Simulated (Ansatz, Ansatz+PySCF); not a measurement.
```xyz
3

H     0.0000    0.0000   -5.1000
Mg    0.0000    0.0000    0.0000
H     0.0000    0.0000    5.1000
```

Basis set: def2-SVP (spherical functions). Charge 0, multiplicity 1.

Computed with Ansatz (development build ahead of 0.2.0); each method stands on the lowest determinant of its kind that the runs found.

(1) Give the atomization energy at this shape (free ground-state atoms in the same class of orbitals less the molecule, no zero-point energy) of singlet MgH₂ in separate pieces by PBE0 (unrestricted), UHF.

Answers

(1)

```csv
method,atomization energy
PBE0 (unrestricted),0.5 kJ/mol
UHF,-0.1 kJ/mol
```

Caution: the shape is not the minimum; the unrestricted determinant is a mixture of spin states. Caution for PBE0 (unrestricted): charge can spread falsely over distant fragments.
